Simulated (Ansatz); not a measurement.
Geometry optimisation, RKS PBE/def2-SVP (Ansatz 0.2.0).

Input:

```yaml
crystal:
  periodic: [false, false, false]
  atoms:
    - { symbol: W, position_ang: [-0.242319, 0.168063, -0.425405] }
    - { symbol: O, position_ang: [-0.622929, -0.302028, 2.645958] }
    - { symbol: H, position_ang: [-1.572088, -0.462491, 2.468706] }
    - { symbol: H, position_ang: [0.959554, 0.566001, 0.686116] }
    - { symbol: Cl, position_ang: [0.69012, 2.19975, -1.133757] }
    - { symbol: Cl, position_ang: [-2.480392, -0.199758, -0.023959] }
    - { symbol: Cl, position_ang: [0.747361, -1.838538, -0.046835] }
    - { symbol: Cl, position_ang: [-0.446498, -0.184508, -2.728902] }
    - { symbol: H, position_ang: [-0.590697, 1.317778, 0.797016] }
    - { symbol: H, position_ang: [-0.558513, 0.683431, 2.550162] }
basis:
  gaussian: { orbitals: def2-SVP }
hamiltonian:
  xc: pbe
relax:
  f_tol: 0.03
  max_steps: 50
output:
  orbitals: {}
```

Command:

```bash
$ ansatz run input.yaml --threads 4 --pin off --max-ram 5120MiB --backend cpu --events-out ev --progress --plain --runs-dir out
```

Q: Where does it end, and by what steps?

A: It converged. After 17 steps the energy has fallen by 0.339 eV; H10 moved furthest, 1.01 Å. Joined: W1–O2 (3.13 → 2.30 Å).

| step | energy less start (eV) | largest force component (eV/Å) | accepted |
| --- | --- | --- | --- |
| 0 | 0.0000 | 0.596 | yes |
| 1 | -0.0245 | 1.837 | yes |
| 2 | -0.0840 | 2.089 | yes |
| 3 | -0.1912 | 1.310 | yes |
| 4 | -0.2576 | 0.263 | yes |
| 5 | -0.2909 | 0.289 | yes |
| 6 | -0.3094 | 0.176 | yes |
| 7 | -0.3158 | 0.243 | yes |
| 8 | -0.2839 | 0.725 | no |
| 9 | -0.3301 | 0.037 | yes |
| 10 | -0.3331 | 0.056 | yes |
| 11 | -0.3363 | 0.040 | yes |
| 12 | -0.3172 | 0.857 | no |
| 13 | -0.3377 | 0.036 | yes |
| 14 | -0.3367 | 0.256 | no |
| 15 | -0.3382 | 0.051 | yes |
| 16 | -0.3385 | 0.050 | yes |
| 17 | -0.3389 | 0.017 | yes |

```xyz
10
Properties=species:S:1:pos:R:3
W -0.304 0.214 -0.174
O -0.807 -0.495 1.952
H -1.651 -0.061 2.208
H 0.838 0.874 0.890
Cl 0.625 2.042 -1.259
Cl -2.650 0.154 -0.022
Cl 1.163 -1.552 0.207
Cl -0.543 -0.571 -2.388
H -0.665 1.568 0.777
H -0.122 -0.226 2.597
```

Whether the end is a true minimum wasn't checked by a vibrational analysis.

Run time: 43 s on 4 threads of Arm Neoverse V2, with other jobs on the host, peak memory 0.22 GiB.
